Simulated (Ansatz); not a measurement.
Reaction (ligand exchange at the Sn–F bond): `[F][SnH3]` + H₂S → `[SH][SnH3]` + H–F

Calculated with Ansatz (gas phase, PBE0-D4/def2-TZVP geometries, no zero-point term in ΔE). CCSD(T)/CBS is the MP2 limit (def2-TZVPP, def2-QZVPP) plus CCSD(T) − MP2 in def2-TZVPP, frozen cores. This one scheme is used for every species. DFT in def2-TZVPP. def2 core potentials past Kr. For Sn outer-core shells are correlated without core-valence functions, which leaves a few kJ/mol of doubt a bond.

```csv
level,ΔE (kJ/mol)
PBE0-D4,-11.6
PBE,-2.6
CAM-B3LYP,9.9
MP2/def2-QZVPP,-14.1
```

**Question.** What does CCSD(T)/CBS give? (An estimate is asked.)

**Answer.** Ansatz gave: -9.1 kJ/mol. The listed levels differ from it by -2.5, 6.5, 19.0, -5.0 kJ/mol.

Largest T1 diagnostic among the species: 0.014.

In def2-TZVPP, CCSD(T) changes the Hartree–Fock value by −14.6 kJ/mol (the triples alone add −1.9 kJ/mol) and MP2 by −21.1 kJ/mol. At CCSD(T), def2-SVP lies +12.5 kJ/mol from the extrapolated value and def2-TZVPP +1.1 kJ/mol.
